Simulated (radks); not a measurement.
Problem. Radial electron density D(r) = 4 pi r^2 rho(r) of an atom or ion with 43 electrons. All-electron calculation, non-relativistic Kohn-Sham, PBEsol, spin-polarised, spherical densities, point nucleus. Program: a radial shooting solver on a logarithmic mesh with Libxc functionals.

r (bohr),D(r) (e/bohr),spin D(r)
0.002272,4.047,-0.0000627
0.002603,5.145,-0.0000797
0.002958,6.424,-0.0000995
0.003362,7.983,-0.000124
0.003821,9.867,-0.000153
0.004343,12.12,-0.000188
0.004976,14.98,-0.000232
0.005656,18.13,-0.000281
0.006428,21.75,-0.000336
0.007306,25.84,-0.000400
0.00837,30.64,-0.000474
0.009513,35.51,-0.000549
0.01081,40.55,-0.000628
0.01229,45.56,-0.000706
0.01397,50.27,-0.000781
0.016,54.60,-0.000848
0.01819,57.70,-0.000893
0.02067,59.56,-0.000903
0.02349,60.04,-0.000852
0.02691,59.08,-0.000670
0.03059,57.12,-0.000260
0.03477,54.75,0.000611
0.03951,52.82,0.00237
0.04491,52.22,0.00578
0.05145,53.87,0.0127
0.05848,57.81,0.0245
0.06646,63.58,0.0447
0.07554,69.89,0.0777
0.08654,75.19,0.133
0.09836,77.00,0.209
0.1118,74.78,0.314
0.1271,69.00,0.445
0.1444,61.65,0.596
0.1654,55.28,0.754
0.188,53.12,0.868
0.2137,55.16,0.908
0.2429,59.47,0.842
0.2783,62.51,0.645
0.3163,60.50,0.376
0.3595,52.71,0.115
0.4086,41.08,-0.0151
0.4643,29.38,0.104
0.532,20.77,0.572
0.6046,17.66,1.29
0.6872,18.09,2.13
0.781,19.40,2.85
0.8948,19.27,3.26
1.017,16.92,3.21
1.156,13.06,2.78
1.314,8.879,2.12
1.493,5.329,1.43
1.711,2.702,0.804
1.944,1.249,0.402
2.21,0.5034,0.171
2.511,0.1742,0.0612
2.877,0.04626,0.0164
3.27,0.01063,0.00372
3.717,0.001898,0.000641

What is the nuclear charge?

Solution. Z = 48. The innermost maximum, from 1s, lies near 1/Z = 0.0208 bohr (found: 0.0229), and its height grows with Z. The density is that of the cadmium ion Cd5+ in [Kr] 4d7; the configuration itself is not fixed sharply by these data, and Z only to a few units. D(r) has 4 maxima, at r = 0.0229, 0.0976, 0.283, 0.833 bohr, and minima at 0.0438, 0.188, 0.629 bohr, inside which lie 2.02, 11.30, 29.05 electrons.
